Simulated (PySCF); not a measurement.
Job file and geometry (Å, from GFN2-xTB) of an NMR shielding run on `ClC([SiH2]CC/C=N\[H])Cl`, C4H9Cl2NSi, PySCF 2.14.0, density-fitted response routines, GIAO PBE0/pcSseg-1 NMR shielding, non-relativistic, gas phase; density fitting, a coarse starting grid and PySCF grid level 2 are the driver's defaults:

```
$ OMP_NUM_THREADS=1 python probes_run.py task.json out

{"job": {"kind": "nmr", "xc": "PBE0", "basis": "pcSseg-1"}, "charge": 0, "multiplicity": 1}
N     -2.723306     0.754748     1.230097
C     -2.177703     0.519786     0.127487
C     -1.543666    -0.751613    -0.347404
C     -0.094114    -0.513395    -0.778870
Si     0.996234     0.079835     0.656712
C      2.728146     0.483567    -0.083270
Cl     2.559083     1.759844    -1.305733
Cl     3.424166    -0.970120    -0.824798
H     -2.737002    -0.032619     1.879428
H     -2.152537     1.344965    -0.580145
H     -1.584106    -1.504197     0.444183
H     -2.121491    -1.121708    -1.200166
H     -0.080177     0.221715    -1.586393
H      0.306576    -1.440663    -1.194066
H      1.215531    -0.980842     1.643729
H      0.521770     1.319780     1.268581
H      3.455598     0.842949     0.640718
```

Task: What does the program print?

Result: 
```
coarse grid: 15864 points
cycle   1  E = -1421.5991472200  dE =  7.802e-01  |g| = 5.007e-01  |ddm| = 3.698e+00
cycle   2  E = -1421.5388768626  dE =  6.027e-02  |g| = 7.314e-01  |ddm| = 1.128e+00
cycle   3  E = -1421.6610639393  dE = -1.222e-01  |g| = 9.753e-02  |ddm| = 6.543e-01
cycle   4  E = -1421.6628883336  dE = -1.824e-03  |g| = 4.622e-02  |ddm| = 1.077e-01
cycle   5  E = -1421.6633601410  dE = -4.718e-04  |g| = 1.353e-02  |ddm| = 4.699e-02
cycle   6  E = -1421.6634011862  dE = -4.105e-05  |g| = 4.274e-03  |ddm| = 1.378e-02
cycle   7  E = -1421.6634051564  dE = -3.970e-06  |g| = 1.041e-03  |ddm| = 3.991e-03
final grid: 139592 points
cycle   8  E = -1421.7068236479  dE = -3.948e-05  |g| = 8.811e-03  |ddm| = 2.477e-02
cycle   9  E = -1421.7068149135  dE =  8.734e-06  |g| = 1.040e-02  |ddm| = 1.629e-02
cycle  10  E = -1421.7068414367  dE = -2.652e-05  |g| = 1.372e-03  |ddm| = 9.139e-03
cycle  11  E = -1421.7068417950  dE = -3.584e-07  |g| = 4.359e-04  |ddm| = 1.472e-03
cycle  12  E = -1421.7068418418  dE = -4.675e-08  |g| = 8.698e-05  |ddm| = 4.184e-04
cycle  13  E = -1421.7068418433  dE = -1.480e-09  |g| = 4.332e-05  |ddm| = 1.044e-04
cycle  14  E = -1421.7068418436  dE = -3.697e-10  |g| = 1.294e-05  |ddm| = 4.110e-05
converged SCF energy = -1421.7068418436

GIAO shielding tensors (ppm)
atom      isotropic    diamagn.    paramagn.     s11        s22        s33       span
  0 N      -96.307     320.222    -416.529   -422.214    -83.573    216.866    639.080
  1 C        7.942     253.315    -245.373   -110.976     14.927    119.875    230.851
  2 C      145.854     248.847    -102.993    128.577    136.777    172.206     43.629
  3 C      182.581     253.549     -70.968    174.587    177.767    195.391     20.804
  4 Si     378.225     879.284    -501.059    349.253    379.593    405.828     56.574
  5 C      115.716     252.313    -136.598     73.260    133.212    140.674     67.414
  6 Cl     736.398    1146.332    -409.934    436.089    746.133   1026.973    590.885
  7 Cl     736.304    1145.744    -409.441    437.441    745.364   1026.106    588.664
  8 H       21.051      32.926     -11.875     10.464     25.392     27.298     16.834
  9 H       23.951      29.596      -5.645     20.885     22.704     28.264      7.378
 10 H       30.107      31.932      -1.824     26.727     28.843     34.752      8.025
 11 H       28.825      29.040      -0.216     24.659     27.320     34.494      9.835
 12 H       30.122      31.275      -1.153     24.301     30.614     35.452     11.152
 13 H       30.223      30.639      -0.416     24.330     30.159     36.181     11.852
 14 H       27.537      29.597      -2.060     23.522     26.290     32.799      9.277
 15 H       27.341      29.548      -2.207     23.243     26.869     31.910      8.667
 16 H       26.027      29.094      -3.067     20.897     25.942     31.241     10.345
```

Task: Turn these shieldings into chemical shifts. Referencing at the same level of theory: NH3 for $^{15}$N (σref 267.73); $^{13}$C (σref 186.93), $^{29}$Si (σref 349.16), $^{1}$H (σref 31.72) vs TMS; $^{35}$Cl (σref 949.78) vs HCl.

Result: Averaging equivalent atoms: N 0: 364.0; C 1: 179.0; C 5: 71.2; C 2: 41.1; C 3: 4.3; Si 4: -29.1; Cl 6/7: 213; H 8: 10.67; H 9: 7.77; H 16: 5.69; H 14/15: 4.28; H 10/11: 2.25; H 12/13: 1.54 ppm. Experimental scales use liquid or dissolved standards, which lie at an offset from isolated NH3 (liquid NH3: subtract about 20 ppm). Unscaled 15N shifts of sp2 nitrogen come out 20 to 40 ppm too high even then.

Size and cost of the density-fitted run: 202 basis functions, 66 s wall time on 1 thread of an Arm Neoverse N1, shared host; peak memory 1 GiB.
